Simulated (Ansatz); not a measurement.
Reaction (formal loss of a carbene): `FC(F)=CC(F)F` → `F[C]F` + `C=C(F)F`

Program: Ansatz. Geometries: PBE0-D4/def2-TZVP. ΔE: electronic, gas phase. CCSD(T)/CBS is the MP2 limit (def2-TZVPP, def2-QZVPP) plus CCSD(T) − MP2 in def2-TZVPP, frozen cores. This one scheme is used for every species. DFT in def2-TZVPP. Each species was taken in one conformer, which may not be the lowest.

```csv
level,ΔE (kJ/mol)
BHLYP-D4,254.4
BLYP,216.1
CAM-B3LYP,246.9
HF/def2-TZVPP,214.5
```

(1) What does CCSD(T)/CBS give? (An estimate is asked.)

Largest T1 diagnostic among the species: 0.017.

Results:

(1) The calculation gave: +245.6 kJ/mol. The listed levels differ from it by 8.8, -29.5, 1.3, -31.1 kJ/mol.

Leaving LDA and LC-ωPBE aside and taking each functional with its dispersion term where it has one, the values, not all of them listed here, spread over 38.1 kJ/mol, from BLYP-D4 to PBE-QIDH. LDA lies +54.2 kJ/mol from PBE without D4. From BLYP to BHLYP (50 % exact exchange), in def2-TZVPP and without D4, ΔE moves by +31.4 kJ/mol.
